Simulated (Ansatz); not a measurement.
Z-matrix (Å, degrees):
```
C
B 1 1.582
N 1 1.470 2 109.2
H 1 1.096 2 106.7 3 116.7
H 1 1.098 2 112.4 3 -128.0
O 2 1.360 1 118.4 3 -14.6
O 2 1.361 1 120.7 3 166.6
H 3 1.011 1 111.7 2 158.6
H 3 1.012 1 110.4 2 -83.1
H 6 0.972 2 106.8 1 0.1
H 7 0.961 2 111.9 1 177.4
```

Charge 0, multiplicity 1.

Q: List the B3LYP/def2-TZVPP orbital energies in eV (Ansatz). (Estimate.)

A: Computed: Occupied: -520.60, -520.41, -389.43, -276.95, -184.15, -28.15, -27.29, -24.18, -18.22, -15.03, -14.39, -13.77, -12.61, -11.41, -10.88, -10.17, -10.01, -8.89, -8.75, -7.05. Lowest empty: 0.29, 0.97, 1.47, 1.85, 2.11, 2.36, 3.35, 3.95.

B3LYP here is the variant with VWN-RPA as its local correlation; programs differ in this.
